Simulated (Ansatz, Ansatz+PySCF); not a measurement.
```xyz
8

Mg   -0.9807   -0.9527   -0.9187
O    -1.0518   -1.0010    0.9858
O    -1.0572    0.9934   -1.0387
Mg   -0.9181    0.9829    0.9312
O     1.0007   -1.0637   -1.0061
Mg    0.9122   -0.9412    0.9802
Mg    0.9263    0.9569   -0.8923
O     1.0366    1.0452    0.9802
```

Basis set: def2-SVP (spherical functions). Frozen core: 8 orbitals. Charge 0, multiplicity 1.

Computed with Ansatz (development build ahead of 0.2.0); each method stands on the lowest determinant of its kind that the runs found. Restricted open shells among the atoms or ions are ROHF, correlated in semicanonical orbitals with singles.

The atomization energy at this shape (free ground-state atoms in the same class of orbitals less the molecule, no zero-point energy) of singlet Mg₄O₄:

```
 method  atomization energy
RHF-MP2       2741.2 kJ/mol
    RHF       1722.8 kJ/mol
```

Task: What does UHF give?

Result: 1670.0 kJ/mol.
